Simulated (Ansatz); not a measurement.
One change: `[NH2][In]([NH2])[OH]` becomes `[NH2][Al]([NH2])[OH]`.

Ansatz, PBE0-D4/def2-TZVP geometries, multiplicity 1. Each molecule was computed in one conformer, which needn't be the lowest.

Elements past krypton have def2 core potentials.

```tsv
property	`[NH2][In]([NH2])[OH]`
HOMO energy (B3LYP/def2-TZVPP) / eV	-6.83
HOMO–LUMO gap (PBE0/def2-TZVPP) / eV	6.02
zero-point energy (PBE0-D4/def2-TZVP) / kJ/mol	165.3
LUMO energy (B3LYP/def2-TZVPP) / eV	-1.40
HOMO energy (PBE/def2-TZVPP) / eV	-5.68
LUMO energy (PBE0/def2-TZVPP) / eV	-1.05
```

Task: What does the change do to each property? (Estimate.)

Result: Ansatz gave: 
```
                                      property  `[NH2][Al]([NH2])[OH]`  shift
           HOMO energy (B3LYP/def2-TZVPP) / eV                   -6.63   0.20
          HOMO–LUMO gap (PBE0/def2-TZVPP) / eV                    6.97   0.95
zero-point energy (PBE0-D4/def2-TZVP) / kJ/mol                   169.2    3.9
           LUMO energy (B3LYP/def2-TZVPP) / eV                   -0.25   1.15
             HOMO energy (PBE/def2-TZVPP) / eV                   -5.45   0.23
            LUMO energy (PBE0/def2-TZVPP) / eV                    0.08   1.13
```

With PBE0 the HOMO rises by 0.18 eV and the LUMO rises by 1.13 eV, so the gap widens by about 0.95 eV. PBE moves the HOMO by 0.23 eV and ωB97M-V by 0.15 eV.

B3LYP here is the variant with VWN-RPA as its local correlation; programs differ in this.
